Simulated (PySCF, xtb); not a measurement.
CH₃ClMoO₃, SMILES [Mo](=[O])([O]C)(=[O])[Cl], multiplicity 1. One conformer was computed; it need not be the lowest.

Harmonic wavenumbers (cm⁻¹) from GFN2-xTB (xtb) at its own minimum, in rising order: 49, 81, 89, 180, 182, 256, 267, 288, 342, 483, 901, 958, 1126, 1130, 1164, 1392, 1437, 1441, 2903, 2906, 2922.

Question: What does B3LYP-D3(BJ)/def2-SVP (PySCF) give at its own minimum? (An estimate is asked for; the answer gives what the named calculation found.)

Answer: 42, 77, 95, 174, 189, 262, 279, 345, 432, 613, 1023, 1043, 1143, 1160, 1174, 1457, 1460, 1466, 3018, 3115, 3121. Paired by order, the mean absolute difference is 58 cm⁻¹ and the zero-point energies are 29.3 and 31.0 kcal/mol.
